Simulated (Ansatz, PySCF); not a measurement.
Ways to break one bond of C[SiH](F)N[SiH3]:

A. C[SiH](F)N[SiH3] → C[Si@H](F)[N][SiH3] + H atom
B. C[SiH](F)N[SiH3] -> C[Si@@H]([NH])F + [SiH3] (SiH3)
C. C[SiH](F)N[SiH3] → C[SiH]F + [NH][SiH3]
D. C[SiH](F)N[SiH3] -> C[Si@H](F)N[SiH2] + H atom

Quantity: bond dissociation energy (enthalpy at 298 K, with B3LYP-D3(BJ) rigid-rotor harmonic-oscillator terms), kJ/mol. Each molecule is optimised on its own at B3LYP-D3(BJ)/def2-TZVP (Ansatz, a first-principles code), one conformer each, not searched for the lowest. Frequencies are from Ansatz or PySCF. Valence correlation only, unless marked. UHF or UKS for open shells. Spin-orbit coupling is left out. No relativistic terms. Basis-set limits of correlation are two-point, X^-3; Hartree-Fock from the larger set. The bracket is a focal-point correction in the basis named.

|  | PBE0/def2-SVP (Ansatz) | PBE0/def2-QZVPP (Ansatz) | MP2/6-31G* (Ansatz) | RI-MP2/CBS(cc-pV(T+d)Z,cc-pV(Q+d)Z)+[CCSD(T)-MP2]/cc-pV(T+d)Z (Ansatz) |
|---|---|---|---|---|
| A | 443.9 | 442.3 | 431.5 | [?] |
| B | 433.3 | 432.9 | 450.7 | [?] |
| C | 474.2 | 467.3 | 501.1 | [?] |
| D | 358.7 | 361.0 | 334.8 | [?] |

Task: What belongs in the gaps?

Result: 
- A, RI-MP2/CBS(cc-pV(T+d)Z,cc-pV(Q+d)Z)+[CCSD(T)-MP2]/cc-pV(T+d)Z (Ansatz): 470.2
- B, RI-MP2/CBS(cc-pV(T+d)Z,cc-pV(Q+d)Z)+[CCSD(T)-MP2]/cc-pV(T+d)Z (Ansatz): 467.0
- C, RI-MP2/CBS(cc-pV(T+d)Z,cc-pV(Q+d)Z)+[CCSD(T)-MP2]/cc-pV(T+d)Z (Ansatz): 505.9
- D, RI-MP2/CBS(cc-pV(T+d)Z,cc-pV(Q+d)Z)+[CCSD(T)-MP2]/cc-pV(T+d)Z (Ansatz): 386.6
